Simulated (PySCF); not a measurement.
C2H7BF2Si.
Atom-mapped SMILES: `[CH3:1][CH2:2][SiH2:3][B:4]([F:5])[F:6]` (hydrogens: H7, H8, H9 on C1; H10, H11 on C2; H12, H13 on Si3)

Geometry (PBE0-D3(BJ)/def2-SVP, Å), atoms numbered from 1 in this order:
```xyz
13
C2H7BF2Si angstrom
C     -1.809   -0.093   -0.203
C     -0.388   -0.515    0.157
Si     0.970    0.622   -0.500
B      2.793   -0.146   -0.029
F      2.949   -1.448    0.141
F      3.881    0.587    0.120
H     -2.555   -0.786    0.216
H     -1.959   -0.069   -1.294
H     -2.043    0.912    0.180
H     -0.171   -1.529   -0.220
H     -0.266   -0.575    1.253
H      0.837    2.008    0.052
H      0.884    0.729   -1.995
```

Level of theory: PBE0-D3(BJ)/def2-SVP geometry optimisation, gas phase (PySCF).

Masses are those of the commonest isotopes; rigid-rotor values at the optimised geometry. The values belong to one conformer with, in the numbering `[CH3:1][CH2:2][SiH2:3][B:4]([F:5])[F:6]`, C1–C2–Si3–B4 -177°, C2–Si3–B4–F5 27°.

Task: Give the principal moments of inertia and the rotational constants in GHz.

Result: Ia = 82.04, Ib = 407.23, Ic = 469.32 u·Å²; 505379 MHz·u·Å²/I gives 6160, 1241 and 1077 MHz, that is A = 6.1602, B = 1.2410, C = 1.0768 GHz.

Task: What kind of rotor is it?

Result: A near-prolate asymmetric top; Ray's κ = -0.935.

Task: What does the inertial defect say?

Result: Not planar: Δ = Ic − Ia − Ib = -19.95 u·Å². For a rigid frame Δ = −2 Σ m c², so Σ m c² = 9.97 u·Å² lies off the ab plane: 6.48 from hydrogen and 3.50 from heavier atoms. The atom farthest from that plane is 1.62 Å away.

Task: Give the other two planar moments, Paa and Pbb, and the rms extents of the mass along the axes.

Result: Paa = Σ m a² = (Ib + Ic − Ia)/2 = 397.25 and Pbb = Σ m b² = (Ia + Ic − Ib)/2 = 72.06 u·Å². With the mass M = 108.04 u, the rms extents √(P/M) along a, b and c are 1.92, 0.82, 0.30 Å.

Task: Where do the levels up to J = 4 lie, in MHz?

Result: Above 0(0,0):
J = 1: 1(0,1) 2318, 1(1,1) 7237, 1(1,0) 7401
J = 2: 2(0,2) 6950, 2(1,2) 11709, 2(1,1) 12201, 2(2,1) 26959, 2(2,0) 26963
J = 3: 3(0,3) 13887, 3(1,3) 18413, 3(1,2) 19398, 3(2,2) 33912, 3(2,1) 33932, 3(3,1) 58921, 3(3,0) 58921
J = 4: 4(0,4) 23118, 4(1,4) 27348, 4(1,3) 28990, 4(2,3) 43181, 4(2,2) 43241, 4(3,2) 68201, 4(3,1) 68201, 4(4,1) 103202, 4(4,0) 103202
Those of J = 1 are B + C, A + C and A + B.

Task: Predict some low-J microwave lines.

Result: The dipole components are |μa| = 1.40 D, |μb| = 0.22 D, |μc| = 0.12 D. The squared components, which scale the intensities, stand as 1.00 : 0.03 : 0.01 (a : b : c). Some of the stronger lines:

```
type  branch         J(Ka,Kc)    MHz  lower level (cm⁻¹)
   a       Q  2(1,1) ← 2(1,2)    493               0.391
   a       R  1(0,1) ← 0(0,0)   2318               0.000
   a       R  2(1,2) ← 1(1,1)   4472               0.241
   a       R  2(0,2) ← 1(0,1)   4632               0.077
   c       Q  2(1,2) ← 2(0,2)   4759               0.232
   a       R  2(1,1) ← 1(1,0)   4800               0.247
   c       Q  1(1,1) ← 1(0,1)   4919               0.077
   b       Q  1(1,0) ← 1(0,1)   5083               0.077
   b       Q  2(1,1) ← 2(0,2)   5252               0.232
   b       R  1(1,1) ← 0(0,0)   7237               0.000
   c       R  1(1,0) ← 0(0,0)   7401               0.000
   b       R  2(1,2) ← 1(0,1)   9391               0.077
   c       R  2(1,1) ← 1(0,1)   9883               0.077
   c       Q  2(2,1) ← 2(1,1)  14758               0.407
   b       Q  2(2,0) ← 2(1,1)  14762               0.407
   b       Q  2(2,1) ← 2(1,2)  15250               0.391
   b       R  2(2,1) ← 1(1,0)  19557               0.247
   c       R  2(2,0) ← 1(1,0)  19562               0.247
   c       R  2(2,1) ← 1(1,1)  19722               0.241
   b       R  2(2,0) ← 1(1,1)  19726               0.241
```

Task: Estimate the classical rotational partition function at 10 K, 100 K and 500 K.

Result: Point group C1, symmetry number σ = 1; q = (√π/σ)·√((kT/h)³/(ABC)), k/h = 20836.6 MHz/K: 1860 at 10 K, 58800 at 100 K, 657000 at 500 K.

No PBE0-D3(BJ)/def2-SVP frequencies stand behind this structure, so it isn't proved a minimum. Zero-point vibration and centrifugal distortion are left out. A rigid rotor knows nothing of internal rotation, which can split or shift real lines. Quadrupole hyperfine structure (11B) is left out.
